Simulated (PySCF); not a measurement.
C6H7N, charge -1, doublet, geometry from GFN2-xTB (a state made from the parent by changing its charge; the spin is typed, not shown lowest) (in this run its highest filled SCF level lies above zero, so its values depend strongly on the basis, on diffuse functions most of all), with bond 8-1 at 2.2 times its length; B3LYP/STO-3G in PySCF.

PySCF was given this input:
```python
from pyscf import gto, scf, dft

mol = gto.Mole()
mol.atom = '''
    N     2.30611278   -0.37368377    0.31850955
    C     0.90316781   -0.14061152    0.11221571
    C     0.35524328    1.05773136    0.53014933
    C    -1.07583796    1.26684553    0.37770631
    C    -1.84035512    0.27071353   -0.19415680
    C    -1.29183375   -0.92008430   -0.62417739
    C     0.13891277   -1.13258749   -0.47328697
    H     3.11054175   -1.75081196   -1.24567448
    H     2.82005029    0.50174578    0.29534185
    H     0.97376850    1.83035100    0.97826414
    H    -1.51633033    2.20195286    0.71122039
    H    -2.91550490    0.43071945   -0.31162941
    H    -1.90147736   -1.69761168   -1.07526134
    H     0.58915985   -2.06376258   -0.80572037
'''
mol.basis = 'sto-3g'
mol.charge = -1
mol.spin = 1
mol.verbose = 4
mol.build()

mf = dft.UKS(mol)
mf.xc = 'b3lyp'
mf.kernel()
mo_i, mo_e, stable_i, stable_e = mf.stability(internal=True, external=False, return_status=True, nroots=6, tol=1e-6)
print('internally stable:', stable_i, ' externally stable:', stable_e)
if not stable_i:
    umf = mf.copy()
    umf.scf_summary = {}
    umf.kernel(umf.make_rdm1(mo_i, mf.mo_occ))
```

What the program printed (banner, timings and long lists left out):

```
PySCF version 2.14.0

[INPUT] verbose = 4
[INPUT] num. atoms = 14
[INPUT] num. electrons = 51
[INPUT] charge = -1
[INPUT] spin (= nelec alpha-beta = 2S) = 1
[INPUT] symmetry False subgroup None
[INPUT] Mole.unit = angstrom
[INPUT] Symbol           X                Y                Z      unit          X                Y                Z       unit  Magmom
[INPUT]  1 N      2.306112780000  -0.373683770000   0.318509550000 AA    4.357921566559  -0.706159982495   0.601895817558 Bohr   0.0
[INPUT]  2 C      0.903167810000  -0.140611520000   0.112215710000 AA    1.706739805423  -0.265717262759   0.212056958774 Bohr   0.0
[INPUT]  3 C      0.355243280000   1.057731360000   0.530149330000 AA    0.671312506792   1.998822583764   1.001837038822 Bohr   0.0
[INPUT]  4 C     -1.075837960000   1.266845530000   0.377706310000 AA   -2.033039098811   2.393991093829   0.713761481420 Bohr   0.0
[INPUT]  5 C     -1.840355120000   0.270713530000  -0.194156800000 AA   -3.477767148741   0.511574429914  -0.366903177222 Bohr   0.0
[INPUT]  6 C     -1.291833750000  -0.920084300000  -0.624177390000 AA   -2.441211985970  -1.738707338512  -1.179524320246 Bohr   0.0
[INPUT]  7 C      0.138912770000  -1.132587490000  -0.473286970000 AA    0.262507090505  -2.140280168209  -0.894382751625 Bohr   0.0
[INPUT]  8 H      3.110541750000  -1.750811960000  -1.245674480000 AA    5.878072006525  -3.308555100013  -2.353983607560 Bohr   0.0
[INPUT]  9 H      2.820050290000   0.501745780000   0.295341850000 AA    5.329122705600   0.948162108356   0.558115209622 Bohr   0.0
[INPUT] 10 H      0.973768500000   1.830351000000   0.978264140000 AA    1.840155773729   3.458862101824   1.848651302083 Bohr   0.0
[INPUT] 11 H     -1.516330330000   2.201952860000   0.711220390000 AA   -2.865449038071   4.161087844603   1.344011751306 Bohr   0.0
[INPUT] 12 H     -2.915504900000   0.430719450000  -0.311629410000 AA   -5.509505775827   0.813941797023  -0.588894237260 Bohr   0.0
[INPUT] 13 H     -1.901477360000  -1.697611680000  -1.075261340000 AA   -3.593271442461  -3.208021141063  -2.031949444933 Bohr   0.0
[INPUT] 14 H      0.589159850000  -2.063762580000  -0.805720370000 AA    1.113350760090  -3.899946062326  -1.522590832283 Bohr   0.0

nuclear repulsion = 266.137246679801
number of shells = 28
number of NR pGTOs = 126
number of NR cGTOs = 42
basis = sto-3g
ecp = {}

******** <class 'pyscf.dft.uks.UKS'> ********
method = UKS
initial guess = minao
damping factor = 0
level_shift factor = 0
DIIS = <class 'pyscf.scf.diis.CDIIS'>
diis_start_cycle = 1
diis_space = 8
diis_damp = 0
SCF conv_tol = 1e-09
SCF conv_tol_grad = None
SCF max_cycles = 50
direct_scf = True
direct_scf_tol = 1e-13
number electrons alpha = 26  beta = 25
XC library pyscf.dft.libxc version 7.1.2
    S. Lehtola, C. Steigemann, M. J. T. Oliveira, and M. A. L. Marques,  SoftwareX 7, 1–5 (2018)
XC functionals = b3lyp
    P. J. Stephens, F. J. Devlin, C. F. Chabalowski, and M. J. Frisch,  J. Phys. Chem. 98, 11623 (1994)
radial grids:
    Treutler-Ahlrichs [JCP 102, 346 (1995); DOI:10.1063/1.469408] (M4) radial grids

becke partition: Becke, JCP 88, 2547 (1988); DOI:10.1063/1.454033
pruning grids: <function nwchem_prune>
grids dens level: 3
symmetrized grids: False
atomic radii adjust function: <function treutler_atomic_radii_adjust>
small_rho_cutoff = 0
Set gradient conv threshold to 3.16228e-05
tot grids = 167272
init E= -284.880905979032

cycle= 1 E= -283.628004341743  delta_E= 1.25  |g|= 0.372  |ddm|= 3.73
cycle= 2 E= -280.62589089396  delta_E=    3  |g|= 1.72  |ddm|= 3.08
cycle= 3 E= -283.728407496524  delta_E= -3.1  |g|= 0.15  |ddm|= 2.92
cycle= 4 E= -283.746764941416  delta_E= -0.0184  |g|= 0.0432  |ddm|= 0.341
cycle= 5 E= -283.747564457877  delta_E= -0.0008  |g|= 0.027  |ddm|= 0.0959
cycle= 6 E= -283.748021990037  delta_E= -0.000458  |g|= 0.00786  |ddm|= 0.051
cycle= 7 E= -283.748067470839  delta_E= -4.55e-05  |g|= 0.00284  |ddm|= 0.0145
cycle= 8 E= -283.748074959185  delta_E= -7.49e-06  |g|= 0.00073  |ddm|= 0.00598
cycle= 9 E= -283.748076287922  delta_E= -1.33e-06  |g|= 0.000387  |ddm|= 0.00319
cycle= 10 E= -283.748076763992  delta_E= -4.76e-07  |g|= 0.000207  |ddm|= 0.00208
cycle= 11 E= -283.748076973791  delta_E= -2.1e-07  |g|= 9.57e-05  |ddm|= 0.00164
cycle= 12 E= -283.748077037361  delta_E= -6.36e-08  |g|= 5.75e-05  |ddm|= 0.00121
cycle= 13 E= -283.74807704318  delta_E= -5.82e-09  |g|= 3.9e-05  |ddm|= 0.000253
cycle= 14 E= -283.748077046579  delta_E= -3.4e-09  |g|= 1.57e-05  |ddm|= 0.000202
cycle= 15 E= -283.748077047324  delta_E= -7.45e-10  |g|= 1.28e-05  |ddm|= 8.33e-05
Extra cycle  E= -283.748077047239  delta_E= 8.49e-11  |g|= 2.28e-05  |ddm|= 5.82e-05
converged SCF energy = -283.748077047239  <S^2> = 0.75072498  2S+1 = 2.0007248
uhf_internal: lowest eigs of H = [0.08992541 0.12938663 0.18707196 0.20234323 0.24445809 0.25789561]
<class 'pyscf.dft.uks.UKS'> wavefunction is stable in the internal stability analysis
internally stable: True  externally stable: None
```
